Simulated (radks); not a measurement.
The numbers below are computed, except where a source is named.
Species: Pm L. Configuration: [Ne] 3s2.

Level of theory: Dirac Kohn-Sham, PBE, spin-unpolarised, spherical densities, finite nucleus; Fermi nuclear charge, rms radius 4.962 fm (a radial shooting solver on a logarithmic mesh with Libxc functionals).

Energy parts (eV):
| part | energy |
|---|---|
| total | -206103.02 |
| kinetic | 226767.88 |
| electron-nucleus | -450195.74 |
| Hartree | 20454.19 |
| exchange-correlation | -3129.35 |

Orbitals (lengths in bohr, moments of r in powers of bohr; r(90%) holds 90 % of the orbital's charge):
orbital  occ.  eigenvalue (eV)  <1/r>      <r>  r(90%)  small-component weight
1s1/2       2        -48518.80  67.45  0.02316  0.0418                5.13e-02
2s1/2       2        -10647.33  16.27  0.09685   0.150                1.16e-02
2p1/2       2        -10311.70  16.20  0.08097   0.133                1.16e-02
2p3/2       4        -9731.251  14.52  0.08718   0.141                1.09e-02
3s1/2       2        -4341.216  6.642   0.2330   0.338                4.56e-03

The highest occupied level is 3s1/2 at -4341.2 eV. Summed over all electrons, <r^2> = 0.2004 bohr^2, which gives a Langevin (diamagnetic) susceptibility term of -0.159 x 10^-6 cm^3/mol. The density falls to 0.001 e/bohr^3 at r = 0.63 bohr. The electron density at the nucleus is 4.947e+05 e/bohr^3. For comparison, the ionisation energy in NIST's Atomic Spectra Database is 4371 eV (theoretical). In exact Kohn-Sham theory the highest level is minus the ionisation energy, but local and semilocal functionals leave it too shallow, through self-interaction and a potential that decays too fast; potentials with the right tail come closer.
